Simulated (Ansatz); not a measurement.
Reaction (ligand exchange at the Al–O bond): `C=CC[O][AlH2]` + `N[SiH2][GeH3]` → `[AlH2][NH][SiH2][GeH3]` + `C=CCO`

Computed with Ansatz on PBE0-D4/def2-TZVP structures; ΔE is electronic, products minus reactants. CBS: MP2 limit from def2 TZ/QZ plus the TZ coupled-cluster correction, frozen cores. DFT in def2-TZVPP. B3LYP here is the variant with VWN-RPA as its local correlation; programs differ in this. For Ge outer-core shells are correlated without core-valence functions, which leaves a few kJ/mol of doubt a bond. Scalar relativity is left out up to krypton. Each species was taken in one conformer, which may not be the lowest.

Question: Is it downhill or uphill in electronic energy at CCSD(T)/CBS, and by how much? (An estimate is asked.)

Answer: The calculation gave: Uphill: ΔE = +6.2 kcal/mol.

Question: What do these levels give: B2PLYP, r2SCAN, B3LYP, HF/def2-TZVPP, HF/def2-QZVPP, HF/CBS(def2)? (Best estimate.)

Answer: The calculation gave: B2PLYP 7.2, r2SCAN 6.5, B3LYP 7.5, HF/def2-TZVPP 8.1, HF/def2-QZVPP 8.2, HF/CBS(def2) 8.3 kcal/mol.

Largest T1 diagnostic among the species: 0.013.

In def2-TZVPP, CCSD(T) changes the Hartree–Fock value by −2.1 kcal/mol (the triples alone add −0.4 kcal/mol) and MP2 by −1.8 kcal/mol.
